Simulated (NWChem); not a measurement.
Species: AlAsH3F; SMILES [F][AlH][AsH2]

```xyz
6

Al    -0.5579     1.2197    -0.0140
As     0.0988    -1.1095    -0.0473
H     -1.0138    -1.4387     0.9452
H      1.1179    -0.8471     1.0570
F      0.6585     2.3634    -0.0217
H     -2.0399     1.7727    -0.0637
```
Atoms are numbered in this order, from 1.

Results from NWChem. Structure relaxed at the PBE0/def2-SVP level.

For level Hartree-Fock/pcseg-1:

```yaml
dipole (D): 1.72
```

Task: How do the values read with level Hartree-Fock/def2-SVP instead?

Result: The dipole (D) is 1.49.
